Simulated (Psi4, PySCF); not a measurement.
The Psi4 input:
```
memory 2 GB

molecule {
-1 2
O    -1.36177222    0.59824745    0.03514722
Se    0.01589860   -0.31251358   -0.02617635
O     1.29420317    0.72993529    0.07610225
}

set {
  basis sto-3g
  reference uks
  scf_type pk
  puream true
  d_convergence 1e-8
  dft_radial_points 99
  dft_spherical_points 590
}

energy('b97m-v')
print_variables()
```

Q: Give the equivalent PySCF input.

A: One answer among several that fit: 
```python
from pyscf import gto, scf, dft

mol = gto.Mole()
mol.atom = '''
    O    -1.361772    0.598247    0.035147
    Se    0.015899   -0.312514   -0.026176
    O     1.294203    0.729935    0.076102
'''
mol.basis = 'sto-3g'
mol.charge = -1
mol.spin = 1
mol.verbose = 4
mol.build()

mf = dft.UKS(mol)
mf.xc = 'b97m_v'
mf.grids.atom_grid = (99, 590)
mf.grids.prune = None
mf.kernel()
```

Both were run: Psi4 gave -2522.767684 Eh and PySCF -2522.767714 Eh, 0.030 mEh apart.
